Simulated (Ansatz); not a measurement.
Species: Be₂F₂ (charge 0, singlet). SMILES: [F][Be][Be][F]
Structure (B3LYP-D3(BJ)/def2-TZVP (Ansatz, a first-principles code) minimum search):
```xyz
4

F      0.0000     0.0000    -2.3946
Be     0.0000     0.0000    -1.0211
Be     0.0000     0.0000     1.0211
F      0.0000     0.0000     2.3946
```

Quantity: vertical electron affinity (to the doublet state of charge -1; a negative value means that the extra electron is unbound and the number depends on the basis; each state is the SCF solution reached for its spin), in eV. Correlated levels leave the core frozen unless marked. UHF or UKS for open shells. No spin-orbit coupling. Non-relativistic. Anions need diffuse functions: def2-D sets add few. 

```tsv
level	program	vertical electron affinity (eV)
SVWN5/def2-TZVPD	Ansatz	0.13
PBE/def2-TZVPD	Ansatz	0.07
r2SCAN/def2-TZVPD	Ansatz	0.06
B3LYP/def2-TZVPD	Ansatz	-0.01
PBE0/def2-TZVPD	Ansatz	0.03
BHLYP/def2-TZVPD	Ansatz	-0.17
CAM-B3LYP/def2-TZVPD	Ansatz	-0.08
wB97M-V/def2-TZVPD	Ansatz	-0.21
wB97X-V/def2-TZVPD	Ansatz	-0.22
wB97X/def2-TZVPD	Ansatz	-0.25
CCSD/def2-SVPD	Ansatz	-0.40
CCSD/def2-TZVPPD	Ansatz	-0.28
CCSD(T)/def2-SVPD	Ansatz	-0.39
CCSD(T)/def2-TZVPPD	Ansatz	-0.26
```
